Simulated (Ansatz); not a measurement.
Input file for Ansatz (an electronic-structure program): U-CCSD(T)/def2-TZVPP on MoS, 2S+1 = 7, a spin state set in the input, which need not be the lowest, a point of a bond scan (R = 2.391 Å). Elements past Kr take the def2 small-core potentials; no spin–orbit coupling.

Ansatz 0.2 input:
```yaml
crystal:
  periodic: [false, false, false]
  atoms:
    - {symbol: Mo, position_ang: [0.00000000, 0.00000000, 0.00000000]}
    - {symbol: S, position_ang: [0.00000000, 0.00000000, 2.39076400]}
basis:
  gaussian:
    orbitals: def2-TZVPP
magnetization: {spin_polarized: true, initial_magnetization: 6}
correlation: {method: ccsd_t, electrons: valence}
output: {orbitals: {seedname: ./end}}
```

Question: What total energy does the run end on?

Answer: -465.6618 hartree (reference determinant -465.1053, T1 diagnostic 0.019).

Question: How many basis functions does it have, and what does it roughly cost on one machine?

Answer: 98 functions; roughly 70 core-seconds.
